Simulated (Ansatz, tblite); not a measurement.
Spin states of the cluster Ga2As3⁻, each relaxed with r2SCAN-D4/def2-SVPD in Ansatz. Electronic energies in the gas phase.

The 6-31G sets use Cartesian d functions. The xTB rows come from tblite. B3LYP takes the VWN-RPA correlation. Correlated methods freeze 45 core orbitals; core or outer-core shells of Ga, As are correlated, in sets that lack core-valence functions. The structure comes from a short search, and lower isomers may exist.

Singlet geometry (C2 within 0.1 Å):

```tsv
atom	x (Å)	y (Å)	z (Å)
Ga1	0.5654	-0.8845	-1.1080
Ga2	-1.3596	0.5307	0.4440
As3	-1.7628	-0.7834	-1.4726
As4	2.0152	0.5911	0.1739
As5	0.5418	0.5460	1.9627
```

Triplet geometry (Cs within 0.1 Å):

```tsv
atom	x (Å)	y (Å)	z (Å)
Ga1	1.102	-0.990	0.867
Ga2	-0.029	1.209	-0.356
As3	2.016	1.207	0.741
As4	-1.077	-1.676	-0.105
As5	-2.011	0.250	-1.147
```

Quintet geometry (C2v within 0.1 Å):

```xyz
5

Ga    1.146    0.322   -0.741
Ga   -1.330    0.292    0.331
As   -0.595    1.978   -1.319
As    0.764   -0.594    1.748
As    0.015   -1.998   -0.019
```

⟨S²⟩: triplet 2.01 at PBE0-D4/def2-TZVPD (pure 2.00), quintet 6.03 at PBE0-D4/def2-TZVPD (pure 6.00).

Run but left out: HF/6-31G (singlet: restricted singlet, unstable in another Hartree–Fock run and untested here); HF/def2-TZVPD (singlet: restricted singlet, unstable towards broken spin symmetry).

Only these spin states were relaxed. The quintet has other bonds than the singlet, so the gap mixes isomer and spin.

```
                level  triplet − singlet (kcal/mol)  quintet − singlet (kcal/mol)  lowest of these
             GFN1-xTB                          23.1                          57.3          singlet
             GFN2-xTB                          17.8                          48.7          singlet
       B3LYP-D4/6-31G                           7.5                          36.0          singlet
r2SCAN0-D4/def2-TZVPD                           1.1                          26.2          singlet
```

(1) Estimate the rows for PBE-D4/def2-TZVPD, r2SCAN-D4/def2-TZVPD, PBE0-D4/def2-TZVPD, MP2/def2-TZVPD.

Results:

(1) 
```csv
level,triplet − singlet (kcal/mol),quintet − singlet (kcal/mol),lowest of these,remarks
PBE-D4/def2-TZVPD,8.7,35.1,singlet,HOMO above zero (quintet)
r2SCAN-D4/def2-TZVPD,4.7,31.1,singlet,–
PBE0-D4/def2-TZVPD,4.3,30.3,singlet,–
MP2/def2-TZVPD,13.4,44.9,singlet,"restricted SCF unstable (singlet), spin-contaminated (⟨S²⟩ 6.12) (quintet)"
```

The xTB methods have no spin-polarisation term.
